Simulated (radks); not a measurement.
Results of a calculation; reference values are marked as such.
Question: These are the eigenvalues of the occupied orbitals of an atom or ion with whole-number occupations (eV). Code: a radial shooting solver on a logarithmic mesh with Libxc functionals. Model: scalar-relativistic Kohn-Sham, LDA (Slater exchange, Perdew-Wang correlation), spin-polarised, spherical densities, finite nucleus; Fermi nuclear charge, rms radius of each element as measured or else 0.836 A^(1/3) + 0.57 fm.

| orbital | eigenvalue |
|---|---|
| 1s up | -63187.95 |
| 1s down | -63187.94 |
| 2s up | -10772.38 |
| 2s down | -10772.37 |
| 2p up | -9485.092 |
| 2p down | -9485.083 |
| 3s up | -2454.097 |
| 3s down | -2454.091 |
| 3p up | -2067.631 |
| 3p down | -2067.626 |
| 3d up | -1602.112 |
| 3d down | -1602.105 |
| 4s up | -501.7797 |
| 4s down | -501.7705 |
| 4p up | -374.8667 |
| 4p down | -374.8549 |
| 4d up | -209.1294 |
| 4d down | -209.1126 |
| 5s up | -78.6828 |
| 5s down | -78.5987 |
| 5p up | -49.1058 |
| 5p down | -48.9455 |
| 4f up | -27.2353 |
| 4f down | -27.1933 |
| 6s up | -18.3008 |

Which element is it, and in what charge state? The configuration may be excited. Open shells, if any, are filled with parallel spins first.

Answer: Z = 71, lutetium, charge +2: Lu2+ in [Xe] 4f14 6s1. The list shows which subshells hold electrons but not how many an open one holds; the 1s level, -2322.1 hartree, gives Z - s = 68.1 by -(Z - s)^2/2, which with screening and relativity narrows Z to a few neighbours, and the depths of the outer levels then fix element, charge and occupations together.
